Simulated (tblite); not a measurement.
Species: C7H7Cl.
SMILES: `C[C@]12C=C[C@@]1(Cl)C=C2`

Computed values, GFN2-xTB/tblite, gas phase, harmonic and unscaled. The method is semi-empirical: single wavenumbers can be off by several per cent or more.

Harmonic wavenumbers (cm⁻¹): 147.7, 157.0, 178.1, 277.5, 310.0, 337.3, 406.5, 471.8, 543.7, 716.0, 777.7, 796.5, 810.7, 811.1, 850.5, 916.2, 954.9, 982.5, 1001.3, 1032.6, 1068.7, 1085.3, 1118.3, 1161.4, 1199.8, 1229.8, 1312.3, 1397.7, 1478.7, 1482.2, 1625.4, 1642.7, 3021.7, 3033.5, 3035.6, 3130.5, 3131.6, 3149.4, 3151.5.

A = 2572, B = 1636, C = 1589 MHz; mass 126.024 u (most abundant isotopes); point group Cs, symmetry number 1.

Q: Zero-point energy?

A: Half the sum of the wavenumbers: 24968 cm⁻¹ = 71.39 kcal/mol.

Q: Give the ideal-gas entropy at 400 K and 1 bar in the rigid-rotor, harmonic-oscillator model (classical rotation).

A: Translation 41.89, rotation 29.14, vibration 24.08: S = 95.1 cal/(mol K).

Q: And Cp and H(400 K) − H(0)?

A: Cp = 39.14 cal/(mol K), of which vibrations give 31.19 (their classical limit is 39 R = 77.5); H(400 K) − H(0) = 8.88 kcal/mol without the zero-point energy, 5.70 from vibrations.

Q: Blend soft modes into free rotors: weight 1/[1 + (100 cm⁻¹/ν̃)⁴] for the oscillator and the rest for a rotor with moment μB/(μ + B), μ = h/(8π²ν), B = 10⁻⁴⁴ kg m². What vibrational entropy results?

A: 23.91 cal/(mol K) in place of 24.08, which changes −T·S at 400 K by +0.07 kcal/mol.

Q: What must be added to the electronic energy to get the Gibbs energy at 400 K and 1 bar?

A: ZPE + [H(400 K) − H(0)] − T·S = 71.39 + 8.88 − 38.05 = 42.22 kcal/mol.

Hindered rotation and anharmonicity are outside this model.
